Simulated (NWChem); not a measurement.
The numbers come from NWChem runs, not from measurements. System: H2BFS2, charge 1, spin multiplicity 2, at the geometry of a parent with another charge or spin, in a state set for the comparison that need not be this species' ground state. Its SCF solution wasn't tested for a lower state. Level: UMP2/STO-3G, 12 core orbitals frozen.

The NWChem input:

```
start mol
memory heap 200 mb stack 900 mb global 1100 mb
charge 1
geometry units angstroms nocenter noautoz
  B      0.000000     0.000000     0.363143
  F      0.000000     0.000000     1.690256
  S      1.630443     0.000000    -0.425611
  H      1.204540     0.000000    -1.704238
  S     -1.630443     0.000000    -0.425611
  H     -1.204540     0.000000    -1.704238
  symmetry group C2v
end
basis spherical
  * library sto-3g
end
scf
  uhf
  nopen 1
  maxiter 100
  thresh 1e-7
  semidirect memsize 60000000 filesize 0
  # guess.movecs holds the orbitals of an unrestricted PBE0 run
  vectors input guess.movecs output mol.movecs
end
mp2
  freeze core 12
end
task mp2 energy
```

NWChem printed:

```
             Northwest Computational Chemistry Package (NWChem) 7.3.0
             --------------------------------------------------------

                                NWChem Input Module
                                -------------------

 Scaling coordinates for geometry "geometry" by  1.889725989
 (inverse scale =  0.529177249)

 Turning off AUTOSYM since
 SYMMETRY directive was detected!

                             Geometry "geometry" -> ""
                             -------------------------

 Output coordinates in angstroms (scale by  1.889725989 to convert to a.u.)

  No.       Tag          Charge          X              Y              Z
 ---- ---------------- ---------- -------------- -------------- --------------
    1 B                    5.0000     0.00000000     0.00000000     0.36314300
    2 F                    9.0000     0.00000000     0.00000000     1.69025600
    3 S                   16.0000     1.63044300     0.00000000    -0.42561100
    4 H                    1.0000     1.20454000     0.00000000    -1.70423800
    5 S                   16.0000    -1.63044300     0.00000000    -0.42561100
    6 H                    1.0000    -1.20454000     0.00000000    -1.70423800

 Effective nuclear repulsion energy (a.u.)     186.3741538991

            Nuclear Dipole moment (a.u.)
            ----------------------------
        X                 Y               Z
 ---------------- ---------------- ----------------
    -0.0000000000     0.0000000000    -0.0000170075

      Symmetry information
      --------------------

 Group name             C2v
 Group number             16
 Group order               4
 No. of unique centers     4

      Symmetry unique atoms

     1    2    3    4


 Summary of "ao basis" -> "" (spherical)
 ------------------------------------------------------------------------------
       Tag                 Description            Shells   Functions and Types
 ---------------- ------------------------------  ------  ---------------------
 *                           sto-3g                   on all atoms

 Summary of "ao basis" -> "ao basis" (spherical)
 ------------------------------------------------------------------------------
       Tag                 Description            Shells   Functions and Types
 ---------------- ------------------------------  ------  ---------------------
 B                           sto-3g                  3        5   2s1p
 F                           sto-3g                  3        5   2s1p
 S                           sto-3g                  5        9   3s2p
 H                           sto-3g                  1        1   1s

                                 NWChem SCF Module
                                 -----------------

  ao basis        = "ao basis"
  functions       =    30
  atoms           =     6
  alpha electrons =    24
  beta  electrons =    23
  charge          =   1.00
  wavefunction    = UHF
  use symmetry    = T
  symmetry adapt  = T

 Summary of "ao basis" -> "ao basis" (spherical)
 ------------------------------------------------------------------------------
       Tag                 Description            Shells   Functions and Types
 ---------------- ------------------------------  ------  ---------------------
 B                           sto-3g                  3        5   2s1p
 F                           sto-3g                  3        5   2s1p
 S                           sto-3g                  5        9   3s2p
 H                           sto-3g                  1        1   1s
[...]
 -----------   ------   -------------------------------------------------------
    1 B    5     2.23   1.00  0.42  0.81
    2 F    9     4.55   1.00  0.97  2.58
    3 S   16     8.16   1.00  1.00  2.98  0.95  2.24
    4 H    1     0.45   0.45
    5 S   16     8.16   1.00  1.00  2.98  0.95  2.24
    6 H    1     0.45   0.45

   Mulliken analysis of the beta density
   -------------------------------------

    Atom       Charge   Shell Charges
 -----------   ------   -------------------------------------------------------
    1 B    5     2.58   1.00  0.48  1.10
    2 F    9     4.59   1.00  0.97  2.62
    3 S   16     7.42   1.00  1.00  2.97  0.92  1.53
    4 H    1     0.49   0.49
    5 S   16     7.42   1.00  1.00  2.97  0.92  1.53
    6 H    1     0.49   0.49

   Mulliken analysis of the spin density
   -------------------------------------

    Atom       Charge   Shell Charges
 -----------   ------   -------------------------------------------------------
    1 B    5    -0.34  -0.00 -0.05 -0.29
    2 F    9    -0.04  -0.00 -0.00 -0.04
    3 S   16     0.74   0.00  0.00  0.01  0.03  0.70
    4 H    1    -0.05  -0.05
    5 S   16     0.74   0.00  0.00  0.01  0.03  0.70
    6 H    1    -0.05  -0.05

       Multipole analysis of the density wrt the origin
       ------------------------------------------------

     L   x y z        total         alpha         beta         nuclear
     -   - - -        -----         -----         ----         -------
     0   0 0 0      1.000000    -24.000000    -23.000000     48.000000

     1   1 0 0      0.000000      0.000000     -0.000000     -0.000000
     1   0 1 0      0.000000      0.000000     -0.000000      0.000000
     1   0 0 1     -1.690673     -0.237734     -1.452922     -0.000017

     2   2 0 0    -18.190782   -173.075394   -159.257820    314.142432
     2   1 1 0     -0.000000     -0.000000      0.000000      0.000000
     2   1 0 1      0.000000      0.000000     -0.000000     -0.000000
     2   0 2 0    -21.957839    -12.035364     -9.922475      0.000000
     2   0 1 1     -0.000000     -0.000000      0.000000      0.000000
     2   0 0 2    -20.258062    -78.147441    -77.730851    135.620230

                   NWChem MP2 Semi-direct Energy/Gradient Module
                   ---------------------------------------------

  Basis functions       =     30
  Molecular orbitals    =     30
  Frozen core           =     12
  Frozen virtuals       =      0
  Active alpha occupied =     12
  Active beta occupied  =     11
  Active alpha virtual  =      6
  Active beta virtual   =      7
  Use MO symmetry       = T
  Use skeleton AO sym   = T

  AO/Fock/Back tols     =   1.0D-09  1.0D-09  1.0D-09

 GA uses MA = F    GA memory limited = T

 Available:
  local mem=  1.26D+08
 global mem=  1.44D+08
 local disk=  0.00D+00
  mp2_memr nvloc                     6
  nvloc new                     6
   1 passes of  12:        2097152                       2496                    106362.
   1 passes of  12: M    126155144           G      144177400           F     124057992.

 Semi-direct pass number   1 of   1  for UHF alpha       at        0.4s
  vrange nnbf                   428
  mp2_eaftype                    10  avail_ma_in_mb                  1099
 EAF : mp2_eaftype filesize          10      53181.
  mp2_eaf for mointskh                     10
Node 0 wrote      0.2 Mb in      0.0 s     Agg I/O rate:   799.4 Mb/s
 Done moints_semi at        0.7s
  mp2_eaftype                    10  avail_ma_in_mb                  1089
 EAF : mp2_eaftype filesize          10      53181.
  mp2_eaf for kh                    10
 Done maket at        0.7s
 Done multipass loop at        0.7s

 GA uses MA = F    GA memory limited = T

 Available:
  local mem=  1.26D+08
 global mem=  1.44D+08
 local disk=  0.00D+00
  mp2_memr nvloc                     7
  nvloc new                     7
   1 passes of  11:        2097152                       2542                    113638.
   1 passes of  11: M    126155144           G      144177400           F     124057992.

 Semi-direct pass number   1 of   1  for UHF beta        at        0.7s
  vrange nnbf                   428
  mp2_eaftype                    10  avail_ma_in_mb                  1099
 EAF : mp2_eaftype filesize          10      56819.
  mp2_eaf for mointskh                     10
Node 0 wrote      0.3 Mb in      0.0 s     Agg I/O rate:   745.3 Mb/s
 Done moints_semi at        1.0s
  mp2_eaftype                    10  avail_ma_in_mb                  1089
 EAF : mp2_eaftype filesize          10      56819.
  mp2_eaf for kh                    10
 Done maket at        1.0s
 Done multipass loop at        1.0s

          -------------------------------------------
          SCF energy                -909.788625593278
          Correlation energy          -0.128451148109
          Singlet pairs                0.000000000000
          Triplet pairs                0.000000000000
          Total MP2 energy          -909.917076741387
          -------------------------------------------

          ---------------------------------------------------
                    Spin Component Scaled (SCS) MP2
          Same spin pairs                     -0.025906872884
          Same spin scaling factor             0.333333333333
          Opposite spin pairs                 -0.102544275225
          Opposite spin scaling fact.          1.200000000000
          SCS-MP2 correlation energy          -0.131688754565
          Total SCS-MP2 energy              -909.920314347843
          ---------------------------------------------------

 -----------------------
 Performance information
 -----------------------

 Timer overhead =  2.93D-07 seconds/call

               Nr. of calls         CPU time (s)                 Wall time (s)                GFlops
             ---------------    -------------------     ------------------------------   -------------------
Name         Min   Avg   Max    Min     Avg     Max     Min     Avg     Max   Mx/calls   Min     Max     Sum
mp2: moin     2     2     2   0.66    0.66    0.66     0.66    0.66    0.66    0.33      0.0     0.0     0.0
mp2: make     2     2     2   6.16E-3 6.16E-3 6.16E-3  6.16E-3 6.16E-3 6.16E-3 3.08E-3   0.0     0.0     0.0
mp2: tota     1     1     1   0.69    0.69    0.69     0.69    0.69    0.69    0.69      0.0     0.0     0.0

 The average no. of pstat calls per process was 5.00D+00
 with a timing overhead of 1.46D-06s

 Task  times  cpu:        1.0s     wall:        1.0s

 Total times  cpu:        1.0s     wall:        1.0s
```
